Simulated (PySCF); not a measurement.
# Core-level binding energies of GeH2Me(OAc)

Compound: GeH2Me(OAc), C₃H₈GeO₂.
Z-matrix (Å and degrees, PBE0-D3(BJ)/def2-SVP geometry), rows numbered from 1:
```
Ge
H   1  1.5342
H   1  1.5339  2  113.00
C   1  1.9381  2  112.85  3  -129.59
H   4  1.0998  1  110.43  2    62.21
H   4  1.0990  1  109.99  2   -57.81
H   4  1.0991  1  110.19  2  -177.69
O   1  1.8440  2  108.00  3   119.41
C   8  1.3279  1  114.92  2   -61.10
C   9  1.5015  8  113.00  1   179.54
O   9  1.2096  8  122.37  1    -0.42
H  10  1.0955  9  110.00  8   178.23
H  10  1.0995  9  109.78  8    56.62
H  10  1.0999  9  109.51  8   -60.65
```

Method: delta-SCF UKS SCAN, pcX-2 on the ionised atom, pcseg-1 elsewhere, spin-free X2C (PySCF 2.14.0). These are vertical core ionisation energies against the vacuum level, from separate self-consistent calculations with and without the core hole.

Problem. Give the core binding energies atom by atom.

Solution. 
```
atom(s)                  environment  level  binding energy (eV)  above the level's lowest (eV)  count
     C4  carbon bonded to Ge and 3 H   C 1s               290.59                           0.00      1
    C10   carbon bonded to C and 3 H   C 1s               291.11                          +0.52      1
     C9   carbon bonded to C and 2 O   C 1s               294.38                          +3.79      1
    O11           oxygen bonded to C   O 1s               537.35                           0.00      1
     O8    oxygen bonded to C and Ge   O 1s               538.26                          +0.91      1
```

Lowest listed C 1s: C4, bonded to 3 H and Ge. Highest, 3.79 eV above it: C9, bonded to 2 O and C. The widest gap between neighbouring values is 3.27 eV, between 291.11 and 294.38 eV.

The listed O 1s values span 0.91 eV, from O11 (bonded to C) to O8 (bonded to C and Ge).

Problem. Which effective nuclear charge Zeff reproduces each element's mean 1s value in the hydrogen-like formula E = 13.606 eV × Zeff²?

Solution. C (Z = 6): mean 292.0 eV, Zeff = 4.63, Z − Zeff = 1.37; O (Z = 8): mean 537.8 eV, Zeff = 6.29, Z − Zeff = 1.71. Means run over the listed sites, weighted by atom count.

No level of germanium is listed. Geometry: PBE0-D3(BJ)/def2-SVP, one conformer, isolated molecule.

On one thread of an Intel Xeon at 2.50 GHz, shared host, this took 1.9 min and 0.58 GiB of memory at its peak.
